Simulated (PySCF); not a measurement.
PySCF job for C₉H₆N₄, SMILES C1=CC2=NC=NC3=NC=CC(=C1)N23, TDA-PBE0/def2-SVP. The structure is a stationary point at PBE0-D3(BJ)/def2-SVP.

```python
import numpy as np
from pyscf import gto, scf, dft, tdscf

mol = gto.M(
    atom='''
    C    -0.82059065   -2.64286209    0.00000000
    C     0.53049331   -2.34448771    0.00000000
    C     0.96575050   -1.01027414    0.00000000
    N     2.26854002   -0.70894404    0.00000000
    C     2.58036444    0.57683915    0.00000000
    N     1.75665865    1.60549860    0.00000000
    C     0.44028433    1.35680687    0.00000000
    N    -0.42063749    2.35192408    0.00000000
    C    -1.73129718    2.08012637    0.00000000
    C    -2.25177916    0.81207450    0.00000000
    C    -1.36049467   -0.28911980    0.00000000
    C    -1.76743510   -1.62715060    0.00000000
    N     0.00000257    0.00451282    0.00000000
    H    -1.14505205   -3.68617407    0.00000000
    H     1.30946171   -3.10482702    0.00000000
    H     3.65232799    0.81402340    0.00000000
    H    -2.39957870    2.94878040    0.00000000
    H    -3.32425844    0.62176570    0.00000000
    H    -2.83662169   -1.83622382    0.00000000
    ''',
    basis='def2-SVP',
    charge=0,
    spin=0,
    symmetry=True,
    max_memory=1600,
    verbose=4,
)
mf = dft.RKS(mol, xc='pbe0').density_fit(auxbasis='def2-universal-jkfit')
mf.grids.level = 3
mf.conv_tol = 1e-9
mf.max_cycle = 100
mf.kernel()
mf.grids = dft.Grids(mol).set(level=1).build(with_non0tab=True)  # coarser grid for the response kernel
td = tdscf.TDA(mf)
td.singlet = True
td.nstates = 6
td.conv_tol = 1e-4
td.positive_eig_threshold = 1e-6
td.kernel(x0=td.get_init_guess(mf, 11))
td.analyze()
tt = tdscf.TDA(mf)
tt.singlet = False
tt.nstates = 2
tt.conv_tol = 1e-4
tt.positive_eig_threshold = 1e-6
tt.kernel(x0=tt.get_init_guess(mf, 7))
tt.analyze(verbose=3)
```

It prints:

```
PySCF version 2.14.0

[INPUT] verbose = 4
[INPUT] num. atoms = 19
[INPUT] num. electrons = 88
[INPUT] charge = 0
[INPUT] spin (= nelec alpha-beta = 2S) = 0
[INPUT] symmetry True subgroup None
[INPUT] Mole.unit = angstrom
[INPUT] Symbol           X                Y                Z      unit          X                Y                Z       unit  Magmom
[INPUT]  1 C     -0.820590650000  -2.642862090000   0.000000000000 AA   -1.550691588879  -4.994285535096   0.000000000000 Bohr   0.0
[INPUT]  2 C      0.530493310000  -2.344487710000   0.000000000000 AA    1.002487066814  -4.430439674309   0.000000000000 Bohr   0.0
[INPUT]  3 C      0.965750500000  -1.010274140000   0.000000000000 AA    1.825003949662  -1.909141435331   0.000000000000 Bohr   0.0
[INPUT]  4 N      2.268540020000  -0.708944040000   0.000000000000 AA    4.286919340415  -1.339710073243   0.000000000000 Bohr   0.0
[INPUT]  5 C      2.580364440000   0.576839150000   0.000000000000 AA    4.876182093167   1.090068011427   0.000000000000 Bohr   0.0
[INPUT]  6 N      1.756658650000   1.605498600000   0.000000000000 AA    3.319603742848   3.033952647373   0.000000000000 Bohr   0.0
[INPUT]  7 C      0.440284330000   1.356806870000   0.000000000000 AA    0.832016800638   2.563993388228   0.000000000000 Bohr   0.0
[INPUT]  8 N     -0.420637490000   2.351924080000   0.000000000000 AA   -0.794889653824   4.444492376970   0.000000000000 Bohr   0.0
[INPUT]  9 C     -1.731297180000   2.080126370000   0.000000000000 AA   -3.271677510432   3.930869143786   0.000000000000 Bohr   0.0
[INPUT] 10 C     -2.251779160000   0.812074500000   0.000000000000 AA   -4.255245905403   1.534598397743   0.000000000000 Bohr   0.0
[INPUT] 11 C     -1.360494670000  -0.289119800000   0.000000000000 AA   -2.570962320231  -0.546357239189   0.000000000000 Bohr   0.0
[INPUT] 12 C     -1.767435100000  -1.627150600000   0.000000000000 AA   -3.339968281943  -3.074868997422   0.000000000000 Bohr   0.0
[INPUT] 13 N      0.000002570000   0.004512820000   0.000000000000 AA    0.000004856596   0.008527993849   0.000000000000 Bohr   0.0
[INPUT] 14 H     -1.145052050000  -3.686174070000   0.000000000000 AA   -2.163834772872  -6.965859439773   0.000000000000 Bohr   0.0
[INPUT] 15 H      1.309461710000  -3.104827020000   0.000000000000 AA    2.474524002505  -5.867272731949   0.000000000000 Bohr   0.0
[INPUT] 16 H      3.652327990000   0.814023400000   0.000000000000 AA    6.901899618183   1.538281284987   0.000000000000 Bohr   0.0
[INPUT] 17 H     -2.399578700000   2.948780400000   0.000000000000 AA   -4.534546557340   5.572387357485   0.000000000000 Bohr   0.0
[INPUT] 18 H     -3.324258440000   0.621765700000   0.000000000000 AA   -6.281938018874   1.174966886648   0.000000000000 Bohr   0.0
[INPUT] 19 H     -2.836621690000  -1.836223820000   0.000000000000 AA   -5.360438113101  -3.469960123203   0.000000000000 Bohr   0.0

nuclear repulsion = 738.500116514787
point group symmetry = Cs
symmetry origin: [-2.14741538e-10  2.36215774e-09  0.00000000e+00]
symmetry axis x: [1.00000000e+00 2.78678828e-08 0.00000000e+00]
symmetry axis y: [-2.78678828e-08  1.00000000e+00  0.00000000e+00]
symmetry axis z: [0. 0. 1.]
num. orbitals of irrep A' = 154
num. orbitals of irrep A" = 58
number of shells = 96
number of NR pGTOs = 354
number of NR cGTOs = 212
basis = def2-SVP
ecp = {}


******** <class 'pyscf.df.df_jk.DFSymAdaptedRKS'> ********
method = DFSymAdaptedRKS
initial guess = minao
damping factor = 0
level_shift factor = 0
DIIS = <class 'pyscf.scf.diis.CDIIS'>
diis_start_cycle = 1
diis_space = 8
diis_damp = 0
SCF conv_tol = 1e-09
SCF conv_tol_grad = None
SCF max_cycles = 100
direct_scf = False
XC library pyscf.dft.libxc version 7.1.2
    S. Lehtola, C. Steigemann, M. J. T. Oliveira, and M. A. L. Marques,  SoftwareX 7, 1–5 (2018)
XC functionals = pbe0
    C. Adamo and V. Barone,  J. Chem. Phys. 110, 6158 (1999)
    M. Ernzerhof and G. E. Scuseria,  J. Chem. Phys. 110, 5029 (1999)
radial grids:
    Treutler-Ahlrichs [JCP 102, 346 (1995); DOI:10.1063/1.469408] (M4) radial grids

becke partition: Becke, JCP 88, 2547 (1988); DOI:10.1063/1.454033
pruning grids: <function nwchem_prune>
grids dens level: 3
symmetrized grids: True
atomic radii adjust function: <function treutler_atomic_radii_adjust>
small_rho_cutoff = 0
Freeze 0 electrons in irreps []
    88 free electrons in irreps A' A"
Set gradient conv threshold to 3.16228e-05
Initial guess from minao.
tot grids = 241520
******** <class 'pyscf.df.df.DF'> ********
auxbasis = def2-universal-jkfit
init E= -567.293174394759
HOMO (A") = -0.230633505909133  LUMO (A") = -0.117655753301174  gap/eV = 3.07428
cycle= 1 E= -564.384122052175  delta_E= 2.91  |g|= 0.761  |ddm|= 5.55
HOMO (A") = -0.1811527087132  LUMO (A") = -0.130185961450449  gap/eV = 1.38688
cycle= 2 E= -564.123118622306  delta_E= 0.261  |g|= 1.34  |ddm|=  2.3
HOMO (A") = -0.201238606582731  LUMO (A") = -0.0776582500169933  gap/eV = 3.36279
cycle= 3 E= -564.514316518003  delta_E= -0.391  |g|= 0.151  |ddm|=  1.5
HOMO (A") = -0.212632538274685  LUMO (A") = -0.0886837121988004  gap/eV = 3.37282
cycle= 4 E= -564.518291938349  delta_E= -0.00398  |g|= 0.0784  |ddm|= 0.217
HOMO (A") = -0.211214194204323  LUMO (A") = -0.0877273569617092  gap/eV = 3.36025
cycle= 5 E= -564.519677350288  delta_E= -0.00139  |g|= 0.0184  |ddm|= 0.0906
HOMO (A") = -0.210263585941665  LUMO (A") = -0.0865392604281281  gap/eV = 3.36671
cycle= 6 E= -564.519754692003  delta_E= -7.73e-05  |g|= 0.00895  |ddm|= 0.0317
HOMO (A") = -0.210196860352747  LUMO (A") = -0.0864399225257322  gap/eV = 3.36760
cycle= 7 E= -564.519774920048  delta_E= -2.02e-05  |g|= 0.00172  |ddm|= 0.0108
HOMO (A") = -0.210277521402624  LUMO (A") = -0.0865149016716025  gap/eV = 3.36775
cycle= 8 E= -564.51977562607  delta_E= -7.06e-07  |g|= 0.000526  |ddm|= 0.00224
HOMO (A") = -0.210290695789566  LUMO (A") = -0.0865320134440974  gap/eV = 3.36765
cycle= 9 E= -564.519775692675  delta_E= -6.66e-08  |g|= 0.00022  |ddm|= 0.000749
HOMO (A") = -0.210281559862522  LUMO (A") = -0.086528311775492  gap/eV = 3.36750
cycle= 10 E= -564.519775706679  delta_E= -1.4e-08  |g|= 8.75e-05  |ddm|= 0.000398
HOMO (A") = -0.210278252137892  LUMO (A") = -0.0865256454979844  gap/eV = 3.36748
cycle= 11 E= -564.519775709074  delta_E= -2.4e-09  |g|= 3.78e-05  |ddm|= 0.000145
HOMO (A") = -0.210280259700691  LUMO (A") = -0.0865262286353254  gap/eV = 3.36752
cycle= 12 E= -564.519775709753  delta_E= -6.79e-10  |g|= 2.03e-05  |ddm|= 9.9e-05
HOMO (A") = -0.210278818030249  LUMO (A") = -0.0865275418615314  gap/eV = 3.36744
Extra cycle  E= -564.519775709645  delta_E= 1.08e-10  |g|= 3.35e-05  |ddm|= 6.27e-05
converged SCF energy = -564.519775709645
tot grids = 81936
Overwritten attributes  positive_eig_threshold  of <class 'pyscf.tdscf.rks.TDA'>


******** <class 'pyscf.tdscf.rks.TDA'> for <class 'pyscf.df.df_jk.DFSymAdaptedRKS'> ********
nstates = 6 singlet
deg_eia_thresh = 1.000e-03
wfnsym = None
conv_tol = 0.0001
eigh lindep = 1e-12
eigh level_shift = 0
eigh max_cycle = 100


Excitation energies (eV)
[2.15966963 3.75510103 4.1446028  4.19781411 4.36008773 4.90716169]

** Singlet excitation energies and oscillator strengths **
Excited State   1:   A'      2.15967 eV    574.09 nm  f=0.0051
      44 -> 45       -0.69904
Excited State   2:   A"      3.75510 eV    330.18 nm  f=0.0001
      43 -> 45       -0.69012
      43 -> 47       -0.12853
Excited State   3:   A"      4.14460 eV    299.15 nm  f=0.0001
      42 -> 45       -0.68329
      42 -> 46        0.15137
Excited State   4:   A'      4.19781 eV    295.35 nm  f=0.1767
      39 -> 45       -0.10379
      41 -> 45        0.19962
      44 -> 46       -0.64641
Excited State   5:   A'      4.36009 eV    284.36 nm  f=0.2421
      39 -> 45        0.18932
      41 -> 45        0.12854
      44 -> 47       -0.64476
Excited State   6:   A"      4.90716 eV    252.66 nm  f=0.0023
      40 -> 45        0.28343
      43 -> 46       -0.62751
      43 -> 47        0.10143

** Transition electric dipole moments (AU) **
state          X           Y           Z        Dip. S.      Osc.
  1        -0.2196      0.2200     -0.0000      0.0966      0.0051
  2         0.0000      0.0000     -0.0402      0.0016      0.0001
  3        -0.0000     -0.0000     -0.0242      0.0006      0.0001
  4        -1.3022      0.1507     -0.0000      1.7184      0.1767
  5        -0.0705     -1.5038      0.0000      2.2665      0.2421
  6        -0.0000     -0.0000     -0.1393      0.0194      0.0023

** Transition velocity dipole moments (imaginary part, AU) **
state          X           Y           Z        Dip. S.      Osc.
  1         0.0252     -0.0230     -0.0000      0.0012      0.0098
  2         0.0000      0.0000      0.0009      0.0000      0.0000
  3        -0.0000     -0.0000     -0.0103      0.0001      0.0005
  4         0.0811     -0.0126     -0.0000      0.0067      0.0291
  5         0.0097      0.0673      0.0000      0.0046      0.0192
  6        -0.0000      0.0000      0.0250      0.0006      0.0023

** Transition magnetic dipole moments (imaginary part, AU) **
state          X           Y           Z
  1        -0.0000      0.0000      2.5778
  2         0.2311     -0.0126      0.0000
  3         0.1286     -0.1012     -0.0000
  4         0.0000      0.0000     -0.2037
  5         0.0000      0.0000      0.0991
  6         0.0435     -0.2531     -0.0000


******** <class 'pyscf.tdscf.rks.TDA'> for <class 'pyscf.df.df_jk.DFSymAdaptedRKS'> ********
nstates = 2 triplet
deg_eia_thresh = 1.000e-03
wfnsym = None
conv_tol = 0.0001
eigh lindep = 1e-12
eigh level_shift = 0
eigh max_cycle = 100


Excitation energies (eV)
[1.84732335 2.77249388]

** Triplet excitation energies and oscillator strengths **
Excited State   1:   A'      1.84732 eV    671.16 nm  f=0.0000
Excited State   2:   A'      2.77249 eV    447.19 nm  f=0.0000
```

Self-consistency was reached.

Cost: very roughly 9 core-minutes.
